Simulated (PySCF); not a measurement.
Isomers of C6H11FSSi2, one GFN2-xTB conformer each. Single-point energies are computed at PBE0/pcSseg-1 (PySCF, gas phase, no added dispersion term), electronic only.

Question: Rank them by PBE0/pcSseg-1 energy, lowest first (kJ/mol).
A. `[CH:1]#[C:2][CH2:3][S:4][CH2:5][Si:6]1([F:7])[CH2:8][SiH2:9][CH2:10]1` with C2–C3–S4–C5 -61°, C3–S4–C5–Si6 176°, S4–C5–Si6–F7 179°
B. `[CH3:1][C:2]#[C:3][Si@@H:4]([S:5][SiH3:6])[C@H:7]1[CH2:8][C@H:9]1[F:10]` with C3–Si4–S5–Si6 -57°, C3–Si4–C7–C8 19°

Answer: A (0.0), B (86.9).

As drawn, the lower has a four-membered ring and an Si–F bond, which the higher lacks; the higher has a three-membered ring, which the lower lacks. GFN2-xTB itself gives, in the same order: 90.8, 0.0. GFN2-xTB puts CC#C[Si@@H](S[SiH3])[C@H]1C[C@H]1F lowest instead.

Question: Which frontier levels, dipoles and rotational constants go with these structures?

Answer: 
```csv
SMILES,"HOMO (eV, PBE0/pcSseg-1)",LUMO (eV),dipole (D),"A, B, C (MHz)"
C#CCSC[Si]1(F)C[SiH2]C1,-6.79,-0.27,1.27,"1517, 427.0, 389.1"
CC#C[Si@@H](S[SiH3])[C@H]1C[C@H]1F,-7.15,-0.29,2.37,"899.6, 547.3, 384.9"
```
